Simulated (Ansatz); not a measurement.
Start from `[Cl][In]([Br])[Br]` and change one atom or group to get `[CH3][In]([Br])[Br]`.

Ansatz, PBE0-D4/def2-TZVP geometries, multiplicity 1. 

Elements past krypton have def2 core potentials. Scalar relativity is left out up to krypton. Spin–orbit coupling is left out; it splits and shifts lone-pair levels of the heavy atoms by tenths of an eV.

| property | `[Cl][In]([Br])[Br]` |
| --- | --- |
| LUMO energy (PBE0/def2-TZVPP) / eV | -2.95 |
| HOMO energy (PBE/def2-TZVPP) / eV | -7.55 |
| size of the dipole moment (PBE/def2-TZVPP) / D | 0.42 |
| HOMO–LUMO gap (B3LYP/def2-TZVPP) / eV | 5.32 |
| HOMO energy (PBE0/def2-TZVPP) / eV | -8.85 |
| HOMO–LUMO gap (ωB97M-V/def2-TZVPP) / eV | 10.02 |

Give the same properties after the change, and the shifts. (Estimate.)

Computed: 
```json
{"property": "LUMO energy (PBE0/def2-TZVPP) / eV", "`[CH3][In]([Br])[Br]`": "-1.77", "shift": "1.18"}
{"property": "HOMO energy (PBE/def2-TZVPP) / eV", "`[CH3][In]([Br])[Br]`": "-6.90", "shift": "0.65"}
{"property": "size of the dipole moment (PBE/def2-TZVPP) / D", "`[CH3][In]([Br])[Br]`": "3.28", "shift": "2.86"}
{"property": "HOMO–LUMO gap (B3LYP/def2-TZVPP) / eV", "`[CH3][In]([Br])[Br]`": "5.82", "shift": "0.50"}
{"property": "HOMO energy (PBE0/def2-TZVPP) / eV", "`[CH3][In]([Br])[Br]`": "-8.15", "shift": "0.70"}
{"property": "HOMO–LUMO gap (ωB97M-V/def2-TZVPP) / eV", "`[CH3][In]([Br])[Br]`": "10.23", "shift": "0.21"}
```

With PBE0 the HOMO rises by 0.70 eV and the LUMO rises by 1.18 eV, so the gap widens by about 0.48 eV. PBE moves the HOMO by 0.65 eV and ωB97M-V by 0.76 eV. Dipoles are sizes alone; their direction can turn.

B3LYP here is the variant with VWN-RPA as its local correlation; programs differ in this.
